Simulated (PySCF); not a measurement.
Compound: trimethoxysilane, C3H10O3Si.
SMILES with atom numbers: `[CH3:1][O:2][SiH:3]([O:4][CH3:5])[O:6][CH3:7]` (hydrogens: H8, H9, H10 on C1; H11 on Si3; H12, H13, H14 on C5; H15, H16, H17 on C7)

Computed geometry: GFN2-xTB, gas phase.

(1) What internal coordinates does the optimisation give?

Answers

(1) 
```
                  bond  length (pm)   order
   C1–O2, O4–C5, O6–C7        140.0  single
        O2–Si3, Si3–O4        161.6  single
                Si3–O6        163.0  single
C1–H8 and 8 like bonds        109.2  single
               Si3–H11        145.4  single
```

Bonds in one row agree within 1 pm and their mean is given. Orders are formal, as drawn. A selection of angles:
```
     angle  degrees
  O2–C1–H8    110.6
 O2–C1–H10    107.6
  H8–C1–H9    108.9
 C1–O2–Si3    130.7
 O2–Si3–O4    108.8
 O2–Si3–O6    115.7
O2–Si3–H11    100.1
 O4–Si3–O6    105.1
O4–Si3–H11    115.1
O6–Si3–H11    112.3
 Si3–O4–C5    127.9
 O4–C5–H13    110.2
```

Dihedral angles: C1–O2–Si3–O4 40° (synclinal); O2–Si3–O4–C5 -176° (antiperiplanar); O2–Si3–O6–C7 -54° (synclinal). The mirror-image conformer, all signs reversed, is as good.

All 3 C–O bonds measure 1.399 to 1.402 Å. Of the pairs four or more bonds apart, O6···H12 is among the closest relative to their van der Waals radii: 2.78 Å, 102 % of the sum of Bondi's values. Si3 (oxygen-bound silicon) is distorted tetrahedral (angles from 100.1° to 115.7°).

Point group: C1 (no symmetry element, even within 0.4 Å). GFN2-xTB frequencies: not computed here. The numbers are those of one conformer.
